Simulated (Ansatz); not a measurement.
CH8GeSn (`[CH3][SnH2][GeH3]`) at its PBE0-D4/def2-TZVP geometry, where that method's forces vanish. Charge 0, multiplicity 1. Sn: def2 effective core potential.

```xyz
11

C     1.0640   -1.4149    0.8285
Sn    0.6718    0.6224    0.2871
Ge   -1.5666    0.8028   -1.0202
H     2.0064   -1.4781    1.3729
H     0.2609   -1.7913    1.4619
H     1.1287   -2.0310   -0.0682
H     0.5964    1.5812    1.7038
H     1.9575    1.2098   -0.6795
H    -2.7360    0.2844   -0.1641
H    -1.8722    2.2571   -1.4170
H    -1.5109   -0.0425   -2.3053
```

(1) What forces (eV/Å) does B3LYP-D4/def2-TZVPP give on these atoms in Ansatz? (An estimate is asked.)

Answers

(1) Computed: 
```
C1   0.061 -0.268  0.077
Sn2  0.033  0.166 -0.007
Ge3 -0.104  0.011 -0.061
H4  -0.055 -0.010 -0.030
H5   0.050  0.013 -0.036
H6  -0.002  0.027  0.056
H7   0.005  0.037  0.057
H8   0.055  0.023 -0.031
H9  -0.018 -0.002 -0.002
H10 -0.014  0.008 -0.009
H11 -0.011 -0.004 -0.014
```

B3LYP here is the variant with VWN-RPA as its local correlation; programs differ in this.
